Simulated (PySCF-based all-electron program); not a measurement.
## Force along the bond of PtGe, singlet

Calculated with an in-house all-electron program built on PySCF, in large uncontracted Gaussian sets near the basis limit; Koelling–Harmon scalar relativity, no spin–orbit coupling, spin-restricted. Forces are good to about 0.002 eV/Å. A positive force pushes the atoms apart.

```
 r (Å)  PBE (eV/Å)
 1.720           ?
1.8275           ?
 1.935           ?
 2.150       0.493
 2.365      -3.067
```

(1) Fill in the missing PBE forces.

(2) Fit a Morse curve to the forces within 0.84 to 1.25 of the listed length with the smallest force. Where does the force vanish, what is the force constant, and what harmonic wavenumber follows with standard atomic masses?

Answers

(1) 1.720 Å: 33.992 eV/Å; 1.8275 Å: 19.396 eV/Å; 1.935 Å: 10.087 eV/Å.

(2) PBE: 2.169 Å, 25 eV/Å², about 360 cm⁻¹. The points are far apart, so these are estimates.
